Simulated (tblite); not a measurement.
Isomers of C8H4Cl (doublet state). Method: GFN2-xTB as coded in tblite; computed harmonic values from a numerical Hessian at the method's own geometry, unscaled. Against measured fundamentals such values can be off by several per cent, at times by over 20. One conformer each. Open shells enter through the occupations alone, without spin polarisation, and single modes of such species can be off by tens of per cent.

Electronic energies: GFN2-xTB at the same geometries; isomer energies are rough at this level and their order can be wrong.

```tsv
SMILES	electronic energy, lowest = 0 (kcal/mol)
C#Cc1c[c]cc(Cl)c1	0.0
C#Cc1cc[c]cc1Cl	1.0
C#Cc1cc[c]c(Cl)c1	1.9
```

How do GFN2-xTB zero-point energies change the relative energies?

```tsv
SMILES	ZPE (kcal/mol)	of it from modes above 1550 cm⁻¹	electronic (kcal/mol)	with ZPE, lowest = 0 (kcal/mol)	lowest mode (cm⁻¹)	rings
C#Cc1c[c]cc(Cl)c1	52.5	23.6	0.0	0.0	115	1
C#Cc1cc[c]cc1Cl	52.5	23.6	1.0	1.1	110	1
C#Cc1cc[c]c(Cl)c1	52.5	23.6	1.9	1.9	114	1
```

The zero-point energies span 0.0 kcal/mol, from `C#Cc1c[c]cc(Cl)c1` to `C#Cc1cc[c]c(Cl)c1`. The order is unchanged.

What do entropy and thermal enthalpy add at 298.15 K and 1 bar (rigid rotor, harmonic oscillator, one conformer each)?

| SMILES | point group | symmetry number | S (cal/(mol K)) | H − H(0) (kcal/mol) | ZPE + H − H(0) − TS (kcal/mol) |
| --- | --- | --- | --- | --- | --- |
| C#Cc1c[c]cc(Cl)c1 | Cs | 1 | 90.2 | 5.67 | 31.3 |
| C#Cc1cc[c]cc1Cl | Cs | 1 | 90.0 | 5.67 | 31.3 |
| C#Cc1cc[c]c(Cl)c1 | Cs | 1 | 90.1 | 5.66 | 31.3 |

S holds R ln(2S + 1) for the spin.
